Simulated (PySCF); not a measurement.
Coordinates in bohr (charge 0 multiplicity 1):
```
La    0.0000    0.2383    0.0004
F     0.0028   -0.6807    3.9104
F     3.3861   -0.6709   -1.9593
F    -3.3889   -0.6709   -1.9545
```

All numbers come from PBE0/[La lcecp-1-TZVP with ECP46, F def2-TZVP], scalar-relativistic core potentials, density fitting, no spin–orbit coupling, PySCF.

This geometry of LaF₃ is a stationary point at this level.

Task: What is the point group?

Result: C3v.

Task: Is it a minimum?

Result: Yes: all harmonic wavenumbers are real.

Task: List the harmonic modes with their infrared intensities.

Result: 
| symmetry | ω (cm⁻¹) | IR (km/mol, summed over degenerate members) |
| --- | --- | --- |
| a1 | 76 | 63.3 |
| e | 134 | 31.3 |
| e | 517 | 463 |
| a1 | 538 | 18.9 |

In C3v the vibrations span 2a1 + 2e.

Only a few start shapes were tried, so a lower isomer may exist.
